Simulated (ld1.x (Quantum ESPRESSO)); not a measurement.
## What one change does to a pseudopotential (Co, PAW)

```
Element                 : Co (Z = 27)
Generator               : ld1.x (Quantum ESPRESSO) 7.5
Type                    : PAW
Functional              : Wu–Cohen
Relativity              : scalar-relativistic
Frozen core             : [Ar]
Valence charge          : 9
Reference configuration : 3d7 4s1.5 4p0.5
Partial waves           : 4s (bound): rcut 1.75, rcutus 2.40 bohr; 4s channel at 0.3 Ry: rcut 1.75, rcutus 2.40 bohr; 4p (bound): rcut 2.85, rcutus 3.85 bohr; 4p channel at 0.7 Ry: rcut 2.85, rcutus 3.85 bohr; 3d (bound): rcut 0.75, rcutus 0.95 bohr; 3d channel at 0.25 Ry: rcut 0.75, rcutus 0.95 bohr
Local potential         : all-electron potential smoothed inside 2.65 bohr (lloc = -1)
Core correction         : Bessel-smoothed model core inside 0.85 bohr
Augmentation charge     : BESSEL, radius 0.80 bohr
```

All-electron outer shells of the reference configuration (Wu–Cohen, scalar-relativistic, ld1.x):

```csv
shell,level (eV),outermost node (bohr),outermost maximum (bohr)
3s,-103.15,0.31,0.66
3p,-66.53,0.28,0.68
3d,-9.18,–,0.66
4s,-6.12,0.96,2.29
4p,-1.69,1.05,3.13
```

Change: all radii but the core radius scaled by about 1.11 (s 2.66, p 4.26, d 1.06 bohr, rcut 1.94/3.16/0.84); local potential all-electron potential smoothed inside 2.94 bohr (lloc = -1); augmentation BESSEL, radius 0.88 bohr.

Cutoffs: the cutoffs (Ry, on a coarse ladder) from which the occupation-weighted sum of valence levels, in a spherical-Bessel basis at the reference potential, stays within 10 and 1 mRy of its value at 400 Ry; they do not see the model core or the augmentation charge, which bear on the density cutoff. Errors are all-electron minus pseudo energies relative to the spin-unpolarised reference configuration.

How do hardness, ghosts and transferability respond?

The potential gets softer (120 Ry and 200 Ry → 100 Ry and 180 Ry); of the 7 tests that both files solve, the error grows in 1 and shrinks in 1 by more than 15 % and 0.3 meV (median size 12.6 → 14.0 meV); neither file shows a bound ghost. A larger radius leaves more room for a smooth pseudo-wave, so fewer plane waves are needed.

| quantity | base | changed |
| --- | --- | --- |
| cutoff, loose | 120 Ry | 100 Ry |
| cutoff, tight | 200 Ry | 180 Ry |
| loose cutoff by channel (10 mRy a level) | s 6 Ry, p 6 Ry, d 100 Ry | s 6 Ry, p 6 Ry, d 90 Ry |
| bound ghosts | none | none |
| error for 3d7 4s2 4p0, meV [ΔE -2.17 eV] | 0.0 | +0.6 |
| error for 3d7 4s1 4p0, meV [ΔE 6.89 eV] | -0.8 | -0.7 |
| error for 3d7 4s0 4p0, meV [ΔE 23.57 eV] | -13 | -14 |
| error for 3d6 4s0 4p0, meV [ΔE 59.44 eV] | -253 | -258 |
| error for 3d6 4s2 4p1, meV [ΔE 7.53 eV] | -117 | -39 |
| error for 3d7 4s0 4p1, meV [ΔE 12.32 eV] | -7.5 | -6.4 |
| error for 3d7.5 4s1.5 4p0, meV [ΔE -3.14 eV] | -18 | -18 |
| lowest overlap eigenvalue by channel | s 0.41, p 0.11, d 1.00 | s 0.41, p 0.02, d 1.00 |
